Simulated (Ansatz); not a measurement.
Consider the ligand exchange at the Si–S bond: `N[SiH2]S[SiH](N)F` + `N[SiH](N)Cl` → `N[SiH2]N[SiH](N)Cl` + `N[SiH](F)S`.

Calculated with Ansatz (gas phase, PBE0-D4/def2-TZVP geometries, no zero-point term in ΔE). CBS: MP2 limit from def2 TZ/QZ plus the TZ coupled-cluster correction, frozen cores. DFT in def2-TZVPP. B3LYP here is the variant with VWN-RPA as its local correlation; programs differ in this. One conformer a species, not always the lowest.

| level | ΔE (kJ/mol) | difference from CCSD(T)/CBS |
| --- | --- | --- |
| PBE-D4 | 8.5 | 8.8 |
| PBE0-D4 | 6.7 | 7.0 |
| B3LYP-D4 | -1.3 | -1.0 |
| ωB97X-V | -0.1 | 0.2 |
| B2PLYP | -3.1 | -2.8 |
| PBE | 7.0 | 7.3 |
| B3LYP | -4.0 | -3.7 |
| SCS-MP2/def2-TZVPP | -3.2 | -2.9 |
| HF/CBS(def2) | -10.3 | -10.0 |
| CCSD/CBS(def2) | -2.3 | -2.0 |
| CCSD(T)/CBS | -0.3 | 0 |

Largest T1 diagnostic among the species: 0.011.

In def2-TZVPP, CCSD(T) changes the Hartree–Fock value by +5.8 kJ/mol (the triples alone add +2.0 kJ/mol) and MP2 by +9.5 kJ/mol.

CCSD(T)/CBS has its own doubt, a few kJ/mol and more with outer-core shells, so smaller differences from it don't rank the levels.
